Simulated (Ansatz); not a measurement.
`B[SiH](B)O` and `B[SiH2]O` differ in one atom or group.

Ansatz, PBE0-D4/def2-TZVP geometries, multiplicity 1. Each molecule was computed in one conformer, which needn't be the lowest.

| property | `B[SiH](B)O` |
| --- | --- |
| size of the dipole moment (ωB97M-V/def2-TZVPP) / D | 1.16 |
| HOMO energy (PBE/def2-TZVPP) / eV | -6.52 |
| ideal-gas entropy at 298 K and 1 bar (rigid rotor, harmonic PBE0-D4/def2-TZVP) / J/(mol·K) | 339 |
| LUMO energy (ωB97M-V/def2-TZVPP) / eV | -0.82 |
| HOMO–LUMO gap (PBE0/def2-TZVPP) / eV | 4.97 |
| HOMO–LUMO gap (ωB97M-V/def2-TZVPP) / eV | 9.04 |

Question: What does the change do to each property? (Best estimate.)

Answer: Computed: 
```csv
property,`B[SiH2]O`,shift
size of the dipole moment (ωB97M-V/def2-TZVPP) / D,1.51,0.35
HOMO energy (PBE/def2-TZVPP) / eV,-6.63,-0.11
"ideal-gas entropy at 298 K and 1 bar (rigid rotor, harmonic PBE0-D4/def2-TZVP) / J/(mol·K)",300,-39
LUMO energy (ωB97M-V/def2-TZVPP) / eV,-0.50,0.32
HOMO–LUMO gap (PBE0/def2-TZVPP) / eV,5.50,0.53
HOMO–LUMO gap (ωB97M-V/def2-TZVPP) / eV,9.67,0.63
```

With PBE0 the HOMO falls by 0.24 eV and the LUMO rises by 0.28 eV, so the gap widens by about 0.52 eV. PBE moves the HOMO by -0.11 eV and ωB97M-V by -0.32 eV. The zero-point energy changes by -31.8 kJ/mol with -6 modes. Dipoles are sizes alone; their direction can turn.
